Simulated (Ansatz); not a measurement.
Ansatz (a program for electronic structure) input (B2PLYP/def2-TZVPD):

Ansatz 0.2 input:
```yaml
crystal:
  periodic: [false, false, false]
  atoms:
    - {symbol: Sc, position_ang: [-0.30994329, 0.07106844, 0.42106332]}
    - {symbol: F, position_ang: [-1.47632638, -1.06257391, -0.25697906]}
    - {symbol: F, position_ang: [0.63434471, 1.20892081, -0.83371197]}
    - {symbol: F, position_ang: [1.56518269, -0.31217326, 0.10820995]}
basis:
  gaussian:
    orbitals: def2-TZVPD
hamiltonian:
  xc: {name: B2PLYP}
total_charge: 1
magnetization: {spin_polarized: true, initial_magnetization: 1}
correlation: {electrons: outside_noble_gas}
```

Output:

```
Functional definition: B2PLYP
integrals: 0.25 GiB planned
1216 factors; integrals over basis functions are off by at most 5.9e-4 eV
mean field: 1.10 GiB planned
mean field evaluation 1: about -28818.8662 eV, gradient 6.3e1 eV
mean field evaluation 2: about -28818.9137 eV, gradient 6.3e1 eV
mean field evaluation 4: about -28829.7818 eV, gradient 1.8e1 eV
mean field evaluation 8: about -28830.7150 eV, gradient 3.5e-1 eV
mean field evaluation 16: about -28830.7377 eV, gradient 2.4e-3 eV
mean field evaluation 32: about -28830.7377 eV, gradient 6.2e-6 eV
mean field evaluation 64: about -28823.9639 eV, gradient 5.5e0 eV
mean field -28830.73772201 eV, -1059.5100691078 hartree, gradient 6.2e-6 eV, S^2 0.776534; 4 other end points of the search recorded, 0 dependent functions left out
12 core orbitals not correlated
reference -28830.73787397 eV, -1059.5100746924 hartree; 12, 11 occupied and 144, 145 virtual orbitals, 1216 factors
second order -27.25577723 eV of doubles, -0.00000000 eV of singles
Total energy: -28838.09693382 eV, -1059.7805151537 hartree
```

The spin state was set by rule; other spins were not relaxed.
